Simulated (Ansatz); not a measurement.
Molecule: C4H14Si2, charge 0, multiplicity 1. 
Coordinates optimised at B3LYP-D3(BJ)/def2-TZVP (Ansatz, a quantum-chemistry and plane-wave program):
```
C
H 1 1.0980
C 1 1.5556 2 108.04
H 3 1.0968 1 107.56 2 74.45
C 3 1.5295 4 106.88 1 119.75
H 5 1.0918 3 111.11 4 -60.14
H 5 1.0919 6 107.91 3 122.13
H 5 1.0921 6 107.94 7 116.22
C 3 1.5299 4 107.28 5 118.82
H 9 1.0906 3 111.97 4 64.13
H 9 1.0914 10 107.92 3 121.87
H 9 1.0933 10 107.74 11 115.59
Si 1 1.8847 2 104.07 3 119.43
H 13 1.4821 1 111.45 2 -179.03
H 13 1.4830 14 108.20 10 145.61
H 13 1.4845 14 108.20 15 117.75
Si 1 1.8875 2 104.84 3 -124.33
H 17 1.4822 1 108.67 2 -42.87
H 17 1.4828 18 108.13 1 120.97
H 17 1.4830 18 108.34 19 116.72
```
Charge 0, spin multiplicity 1.

Property: atomisation energy (electronic, to ground-state atoms), in kcal/mol. Valence correlation only, unless marked. Open shells are spin-unrestricted. No spin-orbit coupling. No relativistic terms. The coupled-cluster limit lacks core correlation, which all-electron functionals hold. CBS(X,Y): correlation extrapolated as X^-3; Hartree-Fock from the larger set. The bracket is a focal-point correction in the basis named.

```json
[
 {"level": "HF/cc-pV(D+d)Z", "program": "Ansatz", "atomisation energy (kcal/mol)": "1294.9", "minus last row": "-426.4"},
 {"level": "HF/cc-pV(T+d)Z", "program": "Ansatz", "atomisation energy (kcal/mol)": "1313.2", "minus last row": "-408.1"},
 {"level": "r2SCAN/def2-TZVPD", "program": "Ansatz", "atomisation energy (kcal/mol)": "1714.6", "minus last row": "-6.7"},
 {"level": "PBE0/def2-TZVPD", "program": "Ansatz", "atomisation energy (kcal/mol)": "1707.1", "minus last row": "-14.2"},
 {"level": "BHLYP-D3(BJ)/def2-TZVPD", "program": "Ansatz + dftd3", "atomisation energy (kcal/mol)": "1695.7", "minus last row": "-25.6"},
 {"level": "B2PLYP/def2-TZVPD", "program": "Ansatz", "atomisation energy (kcal/mol)": "1690.7", "minus last row": "-30.6"},
 {"level": "SCS-MP2/6-31G", "program": "Ansatz", "atomisation energy (kcal/mol)": "1449.7", "minus last row": "-271.6"},
 {"level": "CCSD/6-31G*", "program": "Ansatz", "atomisation energy (kcal/mol)": "1544.6", "minus last row": "-176.7"},
 {"level": "CCSD(T) with core electrons (1s frozen past Ne)/cc-pwCVTZ", "program": "Ansatz", "atomisation energy (kcal/mol)": "1688.9", "minus last row": "-32.4"},
 {"level": "RI-MP2/CBS(aug-cc-pV(T+d)Z,aug-cc-pV(Q+d)Z)+[CCSD(T)-MP2]/aug-cc-pV(T+d)Z", "program": "Ansatz", "atomisation energy (kcal/mol)": "1721.3", "minus last row": "0.0"}
]
```
